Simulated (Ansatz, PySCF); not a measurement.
GeF2Cl2, SMILES [F][Ge]([Cl])([Cl])[F].

Coordinates come from a B3LYP-D3(BJ)/def2-SVP optimisation.

Vertical ionisation energy (IE) and electron affinity (EA) in eV. Rows of orbital energies are one-electron estimates. Where ΔSCF, EOM or ADC give a negative EA the extra electron is unbound and the value depends on the basis.

| level | IE | EA |
|---|---|---|
| −ε(HOMO), −ε(LUMO), CAM-B3LYP/def2-TZVP (PySCF) | 11.52 | 1.18 |
| −ε(HOMO), −ε(LUMO), PBE/def2-TZVP (PySCF) | 8.63 | 3.25 |
| ΔSCF, CAM-B3LYP/def2-SVPD (Ansatz), final states of multiplicity 2 and 2 | 12.76 | 0.65 |
| ΔSCF, PBE/def2-SVPD (Ansatz), final states of multiplicity 2 and 2 | 11.98 | 0.77 |

Problem. What vertical singlet–triplet gap does ΔSCF give with CAM-B3LYP/def2-SVPD (Ansatz, a program for electronic structure) and with PBE/def2-SVPD (Ansatz)? (An estimate is asked for; the answer gives what the named calculation found.)

Solution. 6.14 and 5.41 eV (triplet above singlet where positive).
